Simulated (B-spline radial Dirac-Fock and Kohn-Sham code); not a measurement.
Anomalous scattering factors of Be, 6.4039 keV to 40 keV

Model: the dispersion relation over Dirac-Hartree-Slater subshell photoionisation cross sections, with the Kissel-Pratt high-energy constant (isolated atom, no bound-bound lines or fine structure). Program: a radial finite-basis atomic code. The forward scattering factor is f₀ + f′ + i f″.

No edge lies in or near this range.

| hν (eV) | λ (Å) | f′ (e) | f″ (e) | tabulated f′ | tabulated f″ |
| --- | --- | --- | --- | --- | --- |
| 6403.9 | 1.936 | 0.006 | 0.002 | 0.01 | 0.00 |
| 6930.3 | 1.789 | 0.005 | 0.002 | 0.01 | 0.00 |
| 8047.8 | 1.541 | 0.004 | 0.001 | 0.00 | 0.00 |
| 9251.7 | 1.340 | 0.003 | 0.001 | 0.00 | 0.00 |
| 12000 | 1.033 | 0.002 | 0.001 | 0.00 | 0.00 |
| 13410 | 0.9246 | 0.001 | 0.000 | 0.00 | 0.00 |
| 15000 | 0.8266 | 0.001 | 0.000 | 0.00 | 0.00 |
| 17479.3 | 0.7093 | 0.000 | 0.000 | 0.00 | 0.00 |
| 20550 | 0.6033 | 0.000 | 0.000 | 0.00 | 0.00 |
| 22162.9 | 0.5594 | 0.000 | 0.000 | 0.00 | 0.00 |
| 23170 | 0.5351 | ? | ? | ? | ? |
| 24209.8 | 0.5121 | 0.000 | 0.000 | 0.00 | 0.00 |
| 26800 | 0.4626 | 0.000 | 0.000 | 0.00 | 0.00 |
| 29730 | 0.4170 | 0.000 | 0.000 | 0.00 | 0.00 |
| 30000 | 0.4133 | 0.000 | 0.000 | 0.00 | 0.00 |
| 31030 | 0.3996 | 0.000 | 0.000 | 0.00 | 0.00 |
| 34240 | 0.3621 | 0.000 | 0.000 | 0.00 | 0.00 |
| 35530 | 0.3490 | 0.000 | 0.000 | 0.00 | 0.00 |
| 37030 | 0.3348 | 0.000 | 0.000 | 0.00 | 0.00 |
| 40000 | 0.3100 | -0.001 | 0.000 | 0.00 | 0.00 |

**Question.** What are f′ and f″ at 23170 eV?

**Answer.** f′ = 0.000 and f″ = 0.000 electrons (tables: 0.00 and 0.00). By the optical theorem f″ corresponds to a photoabsorption cross section 2 rₑ λ f″ = 0.383 b.

Tabulated f′: xraylib 4.2 anomalous scattering factors (Cullen et al., EPDL97); f″: Chantler's tables (J. Phys. Chem. Ref. Data 1995 and 2000). Both are theoretical tables.

Values without a named source are computed, but for edge energies of neutral atoms, which are taken from tables.
